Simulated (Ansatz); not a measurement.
The first iterations of a band of ClH4NSi + H2O (10 atoms, charge 0, multiplicity 1).

All numbers below come from RKS B3LYP-D4/6-31G* (Ansatz 0.2.0).

```json
{
  "movable images": "9",
  "climbing image": "yes",
  "spring": "5.0 eV/Å²",
  "optimiser": "quadratic models (default)",
  "start path": "through a guess of the saddle point",
  "force threshold": "0.05 eV/Å",
  "iteration limit": "54",
  "end points": "relaxed"
}
```

First end point:

```xyz
10
Properties=species:S:1:pos:R:3
Si -0.103 0.425 0.077
N 0.071 0.016 1.763
H -0.773 -0.289 2.241
H 0.575 0.673 2.352
Cl 1.797 0.679 -0.697
H -0.811 1.703 -0.194
H -0.811 -0.693 -0.580
O 1.299 -2.606 1.107
H 0.501 -3.143 1.210
H 1.058 -1.754 1.521
```

Last end point:

```xyz
10
Properties=species:S:1:pos:R:3
Si 0.019 -0.504 0.010
N 0.515 0.010 2.115
H -0.221 -0.325 2.736
H 0.640 1.012 2.259
Cl 1.850 0.502 -0.407
H -1.103 0.434 0.274
H -0.253 -0.939 -1.404
O 0.045 -2.015 0.751
H -0.068 -2.706 0.081
H 1.381 -0.458 2.382
```

| iteration | highest image above the first end (eV) | largest band force component (eV/Å) |
| --- | --- | --- |
| 1 | 3.348 | 8.143 |
| 2 | 1.533 | 2.062 |
| 3 | 1.065 | 1.018 |
| 4 | 0.868 | 1.055 |

Problem. Does the band converge within its limit, and where does its top end?

Solution. The forces met the threshold. It ended after 13 iterations with the highest image 0.901 eV above the first end. A vibrational analysis at the climbing image gives one clearly imaginary mode, 1177i cm⁻¹: a first-order saddle point. The orbitals stay closed-shell, which can raise the energy where a bond breaks towards radicals; this wasn't checked here.

The run took 6 min on 1 thread of AMD EPYC 7R43 64-Core Processor (Zen 3), with other jobs on the host, peak memory 0.18 GiB.
